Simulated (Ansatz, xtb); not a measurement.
**Two structures of B2ClH2MgN**

Structure a: `[Cl][Mg][N]1BB1`, a singlet. Structure b: a singlet given by its coordinates. Both are isolated molecules in the gas phase, relaxed with r2SCAN-D4/def2-SVP.

a (Å):

```xyz
7

B     0.4273   -0.2229    0.8994
B     0.8517   -1.2504    2.0313
Cl   -1.2484    2.5791    5.1828
Mg   -0.4685    1.2100    3.6477
N     0.2183    0.0035    2.2951
H     0.1800    0.4229   -0.0829
H     1.2379   -2.1400    2.7402
```

b (Å):

```xyz
7

B     0.3820   -0.2517    2.7871
B    -0.5690    1.3491    0.8728
Cl    1.9502   -2.8912    5.9492
Mg    1.1659   -1.5709    4.3674
N    -0.0713    0.5105    1.8744
H     0.1291    2.2276    0.4130
H    -1.7001    1.2002    0.4617
```

Close contacts (Å): B1–Mg4 2.20, B1–N5 1.27, B2–N5 1.40, Cl3–Mg4 2.20, B2–H6 1.21, B2–H7 1.21.

Energies in hartree; the thermal terms are from r2SCAN-D4/def2-SVP harmonic frequencies (ideal gas, rigid rotor, one conformer each, 1000 K, 1 atm) and include the zero-point energy:

|  | a | b |
| --- | --- | --- |
| E, CCSD(T)/def2-SVP | −764.441426 | −764.451310 |
| E, MP2/def2-SVP | −764.390220 | −764.396844 |
| E, MP2/def2-TZVPP | −765.019726 | −765.023122 |
| zero-point energy | 0.030682 | 0.030329 |
| H(1000 K) − E | 0.070339 | 0.070791 |
| G(1000 K) − E | −0.111647 | −0.114387 |

Correct the CCSD(T) difference for the basis set by the MP2 change, then work out ΔE, ΔE₀, ΔH and ΔG for a → b in kJ/mol (1 Eh = 2625.50 kJ/mol) and the equilibrium ratio [b]/[a].

1. Differences b − a: CCSD(T) −0.009884, MP2 in the small set −0.006624, MP2 in the large set −0.003396 Eh.
2. ΔE = −0.009884 + (−0.003396 − (−0.006624)) = −0.006656 Eh = −17.48 kJ/mol.
3. ΔE₀ = ΔE + ΔZPE = −0.006656 + (−0.000353) Eh = −18.40 kJ/mol.
4. ΔH = ΔE + (+0.000452) Eh = −16.29 kJ/mol.
5. ΔG = ΔE + (−0.002740) Eh = −24.67 kJ/mol, so ΔS = (ΔH − ΔG)/T = +8.4 J/(mol K).
6. kT = 3.1668 mEh, so K = [b]/[a] = exp(−ΔG/kT) = exp(+2.97) ≈ 19.

Structure b is favoured at this temperature. An error of 4 kJ/mol in ΔG would change K by a factor of 1.6. Mirror images and further conformers aren't counted.

Other levels gave ΔE = −13.1 (r2SCAN-D4/def2-SVP); −28.8 (HF/def2-SVP); −17.4 (MP2/def2-SVP); −26.0 (CCSD(T)/def2-SVP) kJ/mol. The correlated steps freeze 9 core orbitals; the last core shell of Mg is correlated, in a basis made for valence electrons. Programs: Ansatz 0.2.0.
